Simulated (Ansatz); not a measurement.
`[F][GeH2][SiH2][SiH3]`, relaxed with RKS PBE0-D4/def2-TZVP in Ansatz from a PBE-D4/def2-SVP geometry. The force threshold is 0.005 eV/Å; the program also tests the step.

The species carries charge 0 and has multiplicity 1.

Start:

```xyz
11

F    -0.233    2.010    0.985
Ge   -0.283    0.451    1.842
Si    0.173   -1.119    0.084
Si    0.166    0.213   -1.855
H     0.787    0.557    2.963
H    -1.710    0.360    2.453
H    -0.896   -2.180    0.043
H     1.507   -1.783    0.302
H     0.353   -0.646   -3.078
H    -1.152    0.928   -1.959
H     1.287    1.210   -1.780
```

Q: How much energy does the relaxation release, and in how many steps? (An estimate is asked.)

A: Computed: 3.75 kJ/mol, in 30 steps, 2 of them rejected.

Q: Which bonds change most? (Estimate.)

A: Computed: F1–Ge2 from 1.780 to 1.754 Å; Si4–H9 from 1.506 to 1.487 Å; Si3–H8 from 1.506 to 1.488 Å; Si4–H11 from 1.502 to 1.485 Å.

Q: Give the relaxed structure. (Estimate.)

A: Ansatz gave: 
```xyz
11

F     0.440    2.008    1.463
Ge   -0.282    0.463    1.872
Si    0.289   -1.002    0.078
Si    0.040    0.151   -1.940
H     0.299    0.097    3.250
H    -1.792    0.741    1.986
H    -0.625   -2.177    0.143
H     1.687   -1.478    0.261
H     0.254   -0.769   -3.089
H    -1.337    0.707   -2.017
H     1.025    1.259   -2.006
```
